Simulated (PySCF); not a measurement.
S₄, SMILES S=[S][S]=S (connectivity only; charge and spin as stated), neutral, multiplicity 1. The structure is a stationary point at ωB97X-D3(BJ)/def2-SVP. One conformer was computed; it need not be the lowest.

TDA-PBE0/def2-SVPD in PySCF puts the lowest singlet excitations at 1.82, 2.13, 2.98, 4.08, 4.20, 4.32 eV.

**Question.** What are the lowest excitation roots from ADC(2)/aug-cc-pVDZ (PySCF 2.14.0)? (The exact figures need the calculation; the answer reports its results.)

**Answer.** 2.00, 2.36, 2.92, 4.10, 4.20, 4.40 eV. S1 differs by 0.18 eV (second minus first; roots are paired by order, and the bases may differ).
